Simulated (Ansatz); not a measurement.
**Cost against result**

Saddle point of SiH$_{6}$SeS, singlet (SiH₄S ([SiH3][SH]) + H₂Se → SiH₄Se ([SiH3][SeH]) + H₂S; bonds formed: Si1–Se7, S2–H6; bonds broken: Si1–S2, H6–Se7), PBE0-D4/def2-TZVP structure:

```
atom    x (Å)    y (Å)    z (Å)
 Si1  -0.8227  -0.5195  -0.1928
  S2   0.9861  -0.2547   1.4186
  H3  -0.5766  -1.3947  -1.3635
  H4  -1.3667  -1.4980   0.8128
  H5  -1.9226   0.4787  -0.2306
  H6   1.2439   0.8543   0.5043
 Se7   0.6063   1.3859  -1.3457
  H8   0.1940   0.4623   2.2352
  H9   1.6587   0.4857  -1.8381
```

Barriers are electronic and count from the start structure reached by relaxing down the imaginary mode.

Computed with Ansatz 0.2.0 (basis: as named in each row); correlated methods freeze the cores. Filled d shells of the heavier atoms are correlated. The def2 sets are not built for correlating such inner shells, so the correlated values are less sure here. B3LYP uses VWN-RPA correlation. Extrapolation: Hartree–Fock as exp(−7.88 √X), correlation as X^−2.97.

Times are rough, for one single point on 4 threads of a shared host (Oxide Virtual Turin-like).

The estimate by CCSD(T) at an estimated basis limit (MP2 extrapolated from triple and quadruple zeta, plus CCSD(T) − MP2 in triple zeta) is 1.708 eV.

| method | basis | time (s) | barrier (eV) | method less estimate |
| --- | --- | --- | --- | --- |
| HF | STO-3G | under 1 | 2.772 | 1.064 |
| PBE-D4 | STO-3G | under 1 | 1.074 | -0.634 |
| SPW92 | def2-SVP | under 1 | 1.030 | -0.678 |
| PBE-D4 | def2-SVP | 1 | 1.266 | -0.442 |
| B3LYP-D4 | 6-31G | 1 | 1.754 | 0.046 |
| SPW92 | def2-TZVPP | 2 | 1.039 | -0.669 |
| PBE0-D4 | def2-SVP | 2 | 1.487 | -0.221 |
| BLYP-D4 | def2-TZVPP | 2 | 1.434 | -0.274 |
| PBE-D4 | def2-TZVPP | 2 | 1.253 | -0.454 |
| PBE0-D4 | def2-TZVPP | 4 | 1.463 | -0.244 |
| B3LYP-D4 | def2-TZVPP | 4 | 1.599 | -0.108 |
| BHLYP-D4 | def2-TZVPP | 4 | 1.836 | 0.129 |
| CAM-B3LYP-D4 | def2-TZVPP | 5 | 1.771 | 0.064 |
| RPA on PBE | def2-TZVPP | 5 | 1.745 | 0.037 |
| r2SCAN-D4 | def2-TZVPP | 5 | 1.436 | -0.271 |
| r2SCAN0-D4 | def2-TZVPP | 5 | 1.570 | -0.138 |
| CCSD(T) | def2-SVP | 6 | 1.931 | 0.224 |
| wB97M-V | def2-SVP | 6 | 1.711 | 0.004 |
| B2PLYP | def2-TZVPP | 7 | 1.717 | 0.009 |
| PBE-QIDH | def2-TZVPP | 7 | 1.644 | -0.063 |
| B97M-V | def2-TZVPP | 8 | 1.679 | -0.029 |
| wB97X-V | def2-TZVPP | 8 | 1.777 | 0.070 |
| wB97M-V | def2-TZVPP | 9 | 1.704 | -0.003 |
| MP2 | def2-QZVPP | 27 | 1.655 | -0.052 |
| CCSD(T) | def2-TZVPP | 96 | 1.767 | 0.059 |

All methods are single points on the PBE0-D4 structures.

T1 diagnostic: at most 0.012.

Labels in which every atom is bracketed show which atoms are joined, not bond orders.
